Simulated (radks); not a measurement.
Exchange energies: the exact (Fock) value of the Kohn-Sham orbitals and density-functional approximations, as 100 (|E| - |E exact|)/|E exact|, negative where the magnitude is too small. Species: Zn27+ [He] 2s1; Re+ [Xe] 4f14 5d5 6s1. Calculated with a radial shooting solver on a logarithmic mesh with Libxc functionals: non-relativistic Kohn-Sham, exchange-only LDA, spin-polarised, spherical densities, point nucleus. Every spin shell is full or empty, so the densities are truly spherical. Functionals are evaluated on that one density, not self-consistently.

| functional | Zn27+ | Re+ |
|---|---|---|
| exact (hartree) | -21.2489 | -309.662 |
| LDA | -13.18 | -3.81 |
| B88 | -0.40 | +0.18 |
| PBE | -1.39 | -0.24 |
| PBEsol | -5.61 | -1.74 |
| revPBE | -0.10 | -0.15 |
| RPBE | +0.17 | -0.11 |
| PW91 | -1.08 | +0.16 |
| PW86 | +0.31 | -0.25 |
| AM05 | -10.32 | -3.60 |
| SOGGA | -5.79 | -1.74 |
| EV93 | +4.09 | -0.39 |
| TPSS | +0.34 | -0.31 |
| revTPSS | +0.21 | -0.80 |
| r2SCAN | -0.30 | -0.09 |
| Tao-Mo | +0.43 | -0.73 |
